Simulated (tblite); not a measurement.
C7H8F (doublet state).
SMILES: `F[C@H]1[C@@H]2[CH][C@H]3[C@@H]2C[C@@H]13`

Computed geometry: GFN2-xTB, gas phase. This method treats the open shell by occupation alone, without spin polarisation.

Take the most abundant isotopes and a rigid rotor. 

Task: Give the principal moments of inertia and the rotational constants in MHz.

Result: Ia = 134.65, Ib = 204.94, Ic = 249.86 u·Å²; 505379 MHz·u·Å²/I gives A = 3753, B = 2466, C = 2023 MHz.

Task: Classify the top.

Result: An asymmetric top: κ = (2 × 2466 − 3753 − 2023)/(3753 − 2023) = -0.49.

Task: What does the inertial defect say?

Result: Not planar: Δ = Ic − Ia − Ib = -89.72 u·Å². For a rigid frame Δ = −2 Σ m c², so Σ m c² = 44.86 u·Å² lies off the ab plane: 12.04 from hydrogen and 32.82 from heavier atoms. The atom farthest from that plane is 1.89 Å away.

Task: Give the coordinates in the principal-axis frame, origin at the centre of mass.

Result: The sense of each axis is arbitrary; atoms in the order of the calculation.
```tsv
atom	mass (u)	a (Å)	b (Å)	c (Å)
F1	18.998	2.062	0.287	-0.092
C2	12.000	0.807	0.572	0.392
C3	12.000	-0.236	0.911	-0.687
C4	12.000	-1.402	1.203	0.220
C5	12.000	-1.395	-0.243	0.557
C6	12.000	-0.865	-0.508	-0.888
C7	12.000	0.092	-1.555	-0.338
C8	12.000	0.071	-0.667	0.914
H9	1.008	0.937	1.374	1.124
H10	1.008	0.072	1.549	-1.506
H11	1.008	-2.280	1.756	-0.054
H12	1.008	-2.214	-0.770	1.031
H13	1.008	-1.513	-0.659	-1.742
H14	1.008	-0.402	-2.512	-0.187
H15	1.008	1.050	-1.691	-0.834
H16	1.008	0.340	-1.048	1.893
```

Task: Where do the levels up to J = 3 lie, in MHz?

Result: Above 0(0,0):
J = 1: 1(0,1) 4489, 1(1,1) 5776, 1(1,0) 6219
J = 2: 2(0,2) 13370, 2(1,2) 14310, 2(1,1) 15640, 2(2,1) 19502, 2(2,0) 19598
J = 3: 3(0,3) 26477, 3(1,3) 27056, 3(1,2) 29702, 3(2,2) 32968, 3(2,1) 33422, 3(3,1) 40568, 3(3,0) 40582
Those of J = 1 are B + C, A + C and A + B.

Task: Estimate the classical rotational partition function at 10 K, 25 K and 500 K.

Result: Point group C1, symmetry number σ = 1; q = (√π/σ)·√((kT/h)³/(ABC)), k/h = 20836.6 MHz/K: 1230 at 10 K, 4870 at 25 K, 436000 at 500 K.

For this open shell read J as N, the rotation without spin; fine and hyperfine splittings come on top. Its GFN2-xTB frequencies are all real (lowest 226 cm⁻¹). No vibrational averaging or centrifugal distortion is included, and the geometry carries the error of its method.

On an Arm Neoverse V2 with one thread, on a shared host, this took 0.16 s of wall time. This is the geometry optimisation.
